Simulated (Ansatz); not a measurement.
The input (input.yaml):

```yaml
accuracy: low
crystal:
  lattice:
    - [7.663094, 0.0, 0.0]
    - [0.0, 7.663094, 0.0]
    - [0.0, 0.0, 7.663094]
  atoms:
    - { symbol: O, position: [0.17210487, 0.12109025, 0.53552881] }
    - { symbol: C, position: [0.27833855, 0.12841482, 0.43483949] }
    - { symbol: O, position: [0.7605539, 0.98778219, 0.48677273] }
    - { symbol: C, position: [0.78625974, 1.00193359, 0.34394991] }
    - { symbol: O, position: [0.83370487, 0.38107869, 0.41888513] }
    - { symbol: C, position: [0.89298277, 0.41254701, 0.28472939] }
    - { symbol: C, position: [0.20282717, 0.36042198, 0.88042128] }
    - { symbol: C, position: [0.3267188, 0.19848329, 0.89701271] }
    - { symbol: H, position: [0.25303806, 0.49229934, 0.84923532] }
    - { symbol: H, position: [0.1280538, 0.33885756, 0.76138412] }
    - { symbol: H, position: [0.11031401, 0.34819281, 0.97940436] }
    - { symbol: H, position: [0.2656768, 0.08004124, 0.86800817] }
    - { symbol: H, position: [0.44140275, 0.21701046, 0.81241094] }
    - { symbol: H, position: [0.38710708, 0.19530494, 1.02373295] }
    - { symbol: C, position: [0.44798291, 0.67860886, 0.25877318] }
    - { symbol: C, position: [0.30861739, 0.61822024, 0.37882747] }
    - { symbol: H, position: [0.51379998, 0.57620303, 0.18835906] }
    - { symbol: H, position: [0.40192366, 0.77146135, 0.16458901] }
    - { symbol: H, position: [0.53831163, 0.75728592, 0.34308898] }
    - { symbol: H, position: [0.31809554, 0.70692567, 0.49763931] }
    - { symbol: H, position: [0.1815028, 0.63053237, 0.31212809] }
    - { symbol: H, position: [0.31758672, 0.48878539, 0.4404358] }
    - { symbol: C, position: [0.97193664, 0.83590686, 0.88256611] }
    - { symbol: C, position: [0.80081342, 0.7543274, 0.89555007] }
    - { symbol: H, position: [0.9637296, 0.97687123, 0.89797134] }
    - { symbol: H, position: [1.07877852, 0.77756938, 0.9684873] }
    - { symbol: H, position: [1.0098621, 0.82615645, 0.74364637] }
    - { symbol: H, position: [0.78168022, 0.6437025, 0.80305017] }
    - { symbol: H, position: [0.78327088, 0.70043703, 1.02473755] }
    - { symbol: H, position: [0.69408617, 0.84386148, 0.85555371] }
basis:
  ecutwfc: 420.0
kpoints:
  mp_grid: { grid: [1, 1, 1] }
hamiltonian:
  xc: pbe
scf:
  occupations: { method: fermi_dirac, width: 0.05 }
  lower_state_search: "off"
md:
  timestep: 0.5
  n_steps: 400
  ensemble: nvt_nose_hoover
  temperature: 300.0
  initial_velocities: maxwell_boltzmann
  seed: 486691
  nose_hoover: { tau: 200.0, chain_length: 1 }
```

Command:

```bash
$ ansatz run input.yaml --threads 1 --pin off --max-ram 3072MiB --backend cpu --events-out ev --progress --plain --runs-dir out
```

Hardware: 1 thread of Arm Neoverse V2 (shared host).

Q: Roughly how long does this run take, and how much memory?

A: 10 min, with a peak of 0.44 GiB, for 401 ionic steps.
